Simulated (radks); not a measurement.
Results of a calculation; reference values are marked as such.
Species: Ga3+. Configuration: [Ar] 3d10 (the NIST ground configuration). Level of theory: Dirac Kohn-Sham, PBE, spin-unpolarised, spherical densities, finite nucleus; Fermi nuclear charge, rms radius 3.9973 fm (a radial shooting solver on a logarithmic mesh with Libxc functionals). Some entries of the table are withheld. Estimate them.

orbital,occ.,eigenvalue (eV),r(max) (bohr)
1s1/2,2,-10261.09,(1)
2s1/2,2,-1295.254,0.1825
2p1/2,2,(2),0.1445
2p3/2,4,(3),0.1474
3s1/2,2,-181.7153,0.5649
3p1/2,2,-134.9026,(4)
3p3/2,4,-131.2801,(5)
3d3/2,4,(6),0.5318
3d5/2,6,(7),0.5347

Answer. 
(1) 1s1/2 r(max) (bohr): 0.03178
(2) 2p1/2 eigenvalue (eV): -1150.482
(3) 2p3/2 eigenvalue (eV): -1122.819
(4) 3p1/2 r(max) (bohr): 0.5617
(5) 3p3/2 r(max) (bohr): 0.5700
(6) 3d3/2 eigenvalue (eV): -52.7615
(7) 3d5/2 eigenvalue (eV): -52.2906
